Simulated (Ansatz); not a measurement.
A nudged elastic band was laid between two geometries of BClH2O2 + H2O (9 atoms, charge 0, multiplicity 1).

Method: RKS PBE0/def2-SVP in Ansatz.

```json
{"movable images": "7", "climbing image": "yes", "spring": "5.0 eV/Å²", "optimiser": "quadratic models (default)", "start path": "through a guess of the saddle point", "force threshold": "0.05 eV/Å", "iteration limit": "60", "end points": "relaxed"}
```

Initial state:

```xyz
9
Properties=species:S:1:pos:R:3
B -0.518 -0.225 -0.630
Cl 0.675 -1.381 -1.285
O -0.753 0.958 -1.235
O -1.242 -0.623 0.442
H 1.889 -0.233 0.901
O 1.357 0.418 1.375
H -0.152 1.143 -1.963
H -1.876 0.057 0.698
H 0.619 -0.114 1.697
```

Final state:

```xyz
9
Properties=species:S:1:pos:R:3
B -0.633 0.116 0.257
Cl 2.453 -0.375 -1.547
O -0.739 0.312 -1.077
O -1.698 0.265 1.088
H 1.900 -0.404 -0.356
O 0.582 -0.245 0.813
H 0.093 0.174 -1.554
H -2.493 0.515 0.607
H 0.535 -0.359 1.769
```

Question: What changes between the two ends?

Answer: Bonds broken: B1–Cl2, H5–O6. Bonds formed: B1–O6, Cl2–H5. BClH2O2 + H2O becomes BH3O3 + ClH.

Question: What energy profile does the band end with?

Answer: It converged. The highest image is number 3 of 0 to 8, 0.47 eV above the first end and 1.05 eV above the last; the last end lies 0.58 eV below the first. A vibrational analysis at the climbing image gives one clearly imaginary mode, 483i cm⁻¹: a first-order saddle point. The orbitals stay closed-shell, which can raise the energy where a bond breaks towards radicals; this wasn't checked here.

```json
{"image": "0", "path coordinate (Å)": "0.00", "energy (eV)": "0.00", "B1–Cl2 (Å)": "1.79", "H5–O6 (Å)": "0.96", "B1–O6 (Å)": "2.82"}
{"image": "1", "path coordinate (Å)": "0.66", "energy (eV)": "0.06", "B1–Cl2 (Å)": "1.82", "H5–O6 (Å)": "0.97", "B1–O6 (Å)": "2.25"}
{"image": "2", "path coordinate (Å)": "1.32", "energy (eV)": "0.14", "B1–Cl2 (Å)": "1.92", "H5–O6 (Å)": "0.98", "B1–O6 (Å)": "1.72"}
{"image": "3", "path coordinate (Å)": "1.99", "energy (eV)": "0.47", "B1–Cl2 (Å)": "2.35", "H5–O6 (Å)": "1.09", "B1–O6 (Å)": "1.53"}
{"image": "4", "path coordinate (Å)": "2.71", "energy (eV)": "-0.29", "B1–Cl2 (Å)": "2.94", "H5–O6 (Å)": "1.67", "B1–O6 (Å)": "1.39"}
{"image": "5", "path coordinate (Å)": "3.44", "energy (eV)": "-0.46", "B1–Cl2 (Å)": "3.40", "H5–O6 (Å)": "1.83", "B1–O6 (Å)": "1.38"}
{"image": "6", "path coordinate (Å)": "4.16", "energy (eV)": "-0.51", "B1–Cl2 (Å)": "3.51", "H5–O6 (Å)": "1.80", "B1–O6 (Å)": "1.38"}
{"image": "7", "path coordinate (Å)": "4.89", "energy (eV)": "-0.56", "B1–Cl2 (Å)": "3.57", "H5–O6 (Å)": "1.77", "B1–O6 (Å)": "1.38"}
{"image": "8", "path coordinate (Å)": "5.62", "energy (eV)": "-0.58", "B1–Cl2 (Å)": "3.61", "H5–O6 (Å)": "1.77", "B1–O6 (Å)": "1.38"}
```

Question: What is the geometry of the highest image?

Answer: 
```xyz
9
Properties=species:S:1:pos:R:3:forces:R:3
B -0.320 0.175 -0.024 0.01 0.00 0.00
Cl 1.007 -1.472 -1.056 0.00 0.00 0.00
O -0.580 1.029 -1.041 0.01 0.00 0.00
O -1.280 -0.363 0.768 0.00 0.00 0.00
H 1.430 -0.436 0.227 -0.01 0.02 0.00
O 0.956 0.370 0.797 -0.02 -0.04 -0.01
H 0.136 1.082 -1.682 0.00 0.00 0.00
H -2.129 -0.425 0.318 0.00 0.00 0.00
H 0.780 0.040 1.692 0.01 0.02 0.01
```

Question: What are the harmonic wavenumbers there?

Answer: 483i, 145, 287, 361, 390, 402, 467, 472, 502, 666, 944, 944, 999, 1088, 1220, 1414, 1540, 2037, 3807, 3923, 3927 cm⁻¹.

Run time: 2.4 min on 2 threads of Intel(R) Xeon(R) Platinum 8488C (Sapphire Rapids), with other jobs on the host, peak memory 0.21 GiB.
